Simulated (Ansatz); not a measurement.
Start from `[NH]=[Nb]([F])([Cl])[Cl]` and change one atom or group to get `[NH]=[Nb]([NH2])([F])[Cl]`.

Ansatz, PBE0-D4/def2-TZVP geometries, multiplicity 1. Each molecule was computed in one conformer, which needn't be the lowest.

Elements past krypton have def2 core potentials.

```tsv
property	`[NH]=[Nb]([F])([Cl])[Cl]`
HOMO energy (PBE0/def2-TZVPP) / eV	-8.76
size of the dipole moment (PBE/def2-TZVPP) / D	1.36
HOMO–LUMO gap (PBE0/def2-TZVPP) / eV	6.21
size of the dipole moment (ωB97M-V/def2-TZVPP) / D	1.49
LUMO energy (B3LYP/def2-TZVPP) / eV	-2.76
HOMO energy (B3LYP/def2-TZVPP) / eV	-8.49
```

What does the change do to each property? (An estimate is asked.)

The calculation gave: 
```csv
property,`[NH]=[Nb]([NH2])([F])[Cl]`,shift
HOMO energy (PBE0/def2-TZVPP) / eV,-8.29,0.47
size of the dipole moment (PBE/def2-TZVPP) / D,2.80,1.44
HOMO–LUMO gap (PBE0/def2-TZVPP) / eV,6.71,0.50
size of the dipole moment (ωB97M-V/def2-TZVPP) / D,2.81,1.32
LUMO energy (B3LYP/def2-TZVPP) / eV,-1.81,0.95
HOMO energy (B3LYP/def2-TZVPP) / eV,-8.03,0.46
```

With PBE0 the HOMO rises by 0.47 eV and the LUMO rises by 0.98 eV, so the gap widens by about 0.51 eV. PBE moves the HOMO by 0.51 eV and ωB97M-V by 0.42 eV. The zero-point energy changes by 63.6 kJ/mol with +6 modes. Dipoles are sizes alone; their direction can turn.

B3LYP here is the variant with VWN-RPA as its local correlation; programs differ in this.
